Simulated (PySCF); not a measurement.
BI$_{2}$, doublet, at a GFN2-xTB geometry (core potentials on I).

The PySCF input:
```python
from pyscf import gto, scf, dft

mol = gto.M(
    atom='''
I    -1.861380   -0.099491    0.055669
B    -0.027023    0.880628    0.012459
I     1.863929    0.016413   -0.056844
''',
    basis='lanl2dz',
    ecp={'I': 'lanl2dz'},
    charge=0,
    spin=1,
    verbose=4,
)

mf = dft.UKS(mol)
mf.xc = 'pbe0'
mf = mf.density_fit(auxbasis='def2-universal-jkfit')
mf.kernel()
mf.analyze()
```

Question: What does this run give for the number of basis functions, total energy?

Answer: 
```json
{
  "number_of_basis_functions": "25",
  "total_energy": "-95.094056 Ry"
}
```

These values belong to the state on which the SCF converged, which isn't shown to be the lowest.
